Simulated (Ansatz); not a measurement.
Program: Ansatz. Geometries: PBE0-D4/def2-TZVP. ΔE: electronic, gas phase. CCSD(T)/CBS is the MP2 limit (def2-TZVPP, def2-QZVPP) plus CCSD(T) − MP2 in def2-TZVPP, frozen cores. DFT in def2-TZVPP. B3LYP here is the variant with VWN-RPA as its local correlation; programs differ in this. One conformer a species, not always the lowest.

Reaction (isomerisation): `F[C@H]1O[C@H]1[SiH3]` → `F[SiH2]C1CO1`

`F[C@H]1O[C@H]1[SiH3]`:

Cartesian coordinates in Å:
```
F -1.725 1.177 -0.108
C -1.231 0.322 0.816
O -1.218 -0.999 0.458
C 0.064 -0.308 0.600
Si 1.071 -0.077 -0.973
H -1.618 0.568 1.801
H 0.606 -0.609 1.497
H 2.125 0.934 -0.696
H 0.204 0.363 -2.088
H 1.721 -1.370 -1.306
```

`F[SiH2]C1CO1`:

Z-matrix (Å, degrees):
```
Si
C 1 1.863
F 1 1.602 2 109.7
H 1 1.482 2 108.4 3 118.7
H 1 1.482 2 111.0 3 -118.7
O 2 1.441 1 111.4 3 -167.5
C 2 1.468 1 120.0 3 -103.2
H 2 1.090 1 120.4 3 55.7
H 7 1.088 2 119.9 1 6.3
H 7 1.087 2 118.5 1 158.0
```

```tsv
level	ΔE (eV)
ωB97M-V	-1.86
B3LYP	-1.86
```

Problem. What does CCSD(T)/CBS give? (An estimate is asked.)

Solution. Computed: -1.97 eV. The listed levels differ from it by 0.11, 0.11 eV.

Largest T1 diagnostic among the species: 0.013.

From PBE to PBE0 (25 % exact exchange), in def2-TZVPP and without D4, ΔE moves by −0.07 eV.
